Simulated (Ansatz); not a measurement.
## What each rung costs, and what it gives

Saddle point of BHCl₃F, closed shell (BCl₂F ([F][B]([Cl])[Cl]) + HCl → BCl₃ ([Cl][B]([Cl])[Cl]) + HF; bonds formed: B1–Cl6, F2–H5; bonds broken: B1–F2, H5–Cl6), PBE0-D4/def2-TZVP structure:

| atom | x (Å) | y (Å) | z (Å) |
| --- | --- | --- | --- |
| B1 | -0.0814 | -0.4040 | 0.1426 |
| F2 | -0.9862 | 0.7576 | -0.3107 |
| Cl3 | -0.1679 | -1.7398 | -0.9985 |
| Cl4 | -0.2768 | -0.7074 | 1.8641 |
| H5 | 0.0228 | 1.2902 | -0.4644 |
| Cl6 | 1.4894 | 0.8034 | -0.2330 |

Barriers are electronic and count from the start structure reached by relaxing down the imaginary mode.

Computed with Ansatz 0.2.0 (basis: as named in each row); correlated methods freeze the cores. B3LYP uses VWN-RPA correlation. Extrapolation: Hartree–Fock as exp(−7.88 √X), correlation as X^−2.97.

Times are rough, for one single point on 4 threads of a shared host (Intel Xeon).

The estimate by CCSD(T) at an estimated basis limit (MP2 extrapolated from triple and quadruple zeta, plus CCSD(T) − MP2 in triple zeta) is 1.446 eV.

```
      method       basis  time (s)  barrier (eV)  method less estimate
          HF      STO-3G         1         1.048                -0.398
      PBE-D4      STO-3G         2        -0.050                -1.496
       SPW92    def2-SVP         2         0.530                -0.916
      PBE-D4    def2-SVP         2         0.965                -0.481
     PBE0-D4    def2-SVP         3         1.132                -0.314
    B3LYP-D4       6-31G         3         1.327                -0.119
       SPW92  def2-TZVPP         6         0.725                -0.721
      PBE-D4  def2-TZVPP         6         1.122                -0.325
    BHLYP-D4  def2-TZVPP         7         1.657                 0.211
     BLYP-D4  def2-TZVPP         8         1.380                -0.066
    B3LYP-D4  def2-TZVPP         8         1.476                 0.030
     CCSD(T)    def2-SVP         8         1.528                 0.081
   r2SCAN-D4  def2-TZVPP         8         1.260                -0.187
     wB97M-V    def2-SVP         9         1.191                -0.256
  r2SCAN0-D4  def2-TZVPP        10         1.354                -0.092
CAM-B3LYP-D4  def2-TZVPP        10         1.474                 0.028
  RPA on PBE  def2-TZVPP        11         1.493                 0.047
     PBE0-D4  def2-TZVPP        13         1.270                -0.177
      B2PLYP  def2-TZVPP        13         1.494                 0.047
      B97M-V  def2-TZVPP        15         1.502                 0.055
     wB97X-V  def2-TZVPP        15         1.410                -0.037
    PBE-QIDH  def2-TZVPP        16         1.355                -0.092
     wB97M-V  def2-TZVPP        18         1.372                -0.075
         MP2  def2-QZVPP        41         1.329                -0.117
     CCSD(T)  def2-TZVPP        50         1.492                 0.045
```

All methods are single points on the PBE0-D4 structures; a negative value means that the method puts the saddle structure below the start.

The T1 diagnostic stays at or below 0.011.

Labels in which every atom is bracketed show which atoms are joined, not bond orders.
